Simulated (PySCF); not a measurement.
## Mass spectrum arithmetic for `CCC[Si@@H](F)P[SiH2]`

Species: `CCC[Si@@H](F)P[SiH2]` [radical].

All values are calculated from tables of isotopes.

(1) Molar mass and exact mass?

(2) Work out the cluster of the singly charged cation M+, one line a nominal mass.

(3) What share of all molecules is the monoisotopic species?

(4) Elemental analysis, calculated?

(5) List the species in which a single atom is changed from its most abundant isotope.

Results:

(1) For C3H11FPSi2, with standard atomic weights, 3 × 12.011 + 2 × 28.085 + 1 × 18.998 + 1 × 30.974 + 11 × 1.008 = 153.263 g/mol. From the most abundant isotopes (12C, 28Si, 19F, 31P, 1H), 3 × 12.000000 + 2 × 27.976927 + 1 × 18.998403 + 1 × 30.973762 + 11 × 1.007825 = 153.0121 u.

(2) 
```tsv
nominal mass	m/z (centroid)	relative intensity
153	153.0115	100.0
154	154.0121	13.5
155	155.0088	7.3
156	156.0096	0.6
157	157.0060	0.1
```

Cut off at 0.1 %. One electron mass, 0.00055 u, is taken off.

(3) 0.9893^3 × 0.922297^2 × 1 × 1 × 0.999885^11 = 82.26 %.

(4) C 23.51 %, Si 36.65 %, F 12.40 %, P 20.21 %, H 7.23 %.

(5) Intensity in % of the monoisotopic species:

```json
{"isotope": "29Si", "mass shift (u)": "+0.99957", "m/z": "154.0111", "intensity (%)": "10.16"}
{"isotope": "13C", "mass shift (u)": "+1.00335", "m/z": "154.0149", "intensity (%)": "3.24"}
{"isotope": "2H", "mass shift (u)": "+1.00628", "m/z": "154.0178", "intensity (%)": "0.13"}
{"isotope": "30Si", "mass shift (u)": "+1.99684", "m/z": "155.0084", "intensity (%)": "6.69"}
```

Species under 0.02 % are left out.
